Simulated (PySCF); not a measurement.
Al(F)(Me)(NHMe) (C2H7AlFN), SMILES [NH]([Al]([CH3])[F])C.

The structure is a stationary point at B3LYP-D3(BJ)/def2-SVP. The structure was generated by enumeration; whether it is a known compound was not checked. One conformer was computed; it need not be the lowest.

These are PySCF with TDA-PBE/def2-SVPD values and carry that method's errors.

Vertical excitations.  State labels are in the subgroup Cs.

```tsv
state	symmetry	energy (eV)	λ (nm)	f	main pairs
S1	A"	4.65	267	0.025	HOMO→LUMO 99 %
S2	A'	5.81	213	0.124	HOMO→LUMO+1 92 %
S3	A"	5.85	212	0.010	HOMO→LUMO+2 100 %
S4	A"	6.12	203	0.008	HOMO→LUMO+3 99 %
S5	A'	6.62	187	0.167	HOMO−1→LUMO 93 %
S6	A"	6.96	178	0.003	HOMO→LUMO+4 78 %, HOMO−1→LUMO+1 18 %
S7	A"	7.01	177	0.008	HOMO→LUMO+5 44 %, HOMO−1→LUMO+1 37 %, HOMO→LUMO+4 18 %
S8	A"	7.10	175	0.031	HOMO→LUMO+5 52 %, HOMO−1→LUMO+1 42 %
S9	A"	7.36	168	0.004	HOMO→LUMO+6 98 %
S10	A'	7.46	166	0.004	HOMO→LUMO+7 98 %
T1	A"	4.39	282	0	HOMO→LUMO 99 %
T2	A'	4.73	262	0	HOMO→LUMO+1 99 %
T3	A"	5.72	217	0	HOMO→LUMO+2 99 %
T4	A"	5.98	207	0	HOMO→LUMO+3 99 %
```
Triplets are in the Tamm–Dancoff approximation.
